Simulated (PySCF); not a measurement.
All values below come from PBE-D3(BJ)/def2-TZVP // r2SCAN-D4/def2-SVP (PySCF). All species are isolated molecules in the gas phase. One relaxed conformer stands for a flexible species; it need not be the lowest. 

Reference species: [Nb(F)(NH2)4] (neutral, multiplicity 1).

coordination number: 5
charge on the central atom (Mulliken): 1.62 e
HOMO–LUMO gap: 3.74 eV

Changed species: [Nb(F)3(NH2)2] (2 of 5 F replaced by NH2; the reference has 4 of 5 F replaced by NH2).

Q: Predict the effect on the coordination number, charge on the central atom (Mulliken) and HOMO–LUMO gap.

A: the coordination number is nearly the same; the charge on the central atom (Mulliken) rises by 0.07 e, to 1.69 e; the HOMO–LUMO gap drops by 0.75 eV, to 2.99 eV.
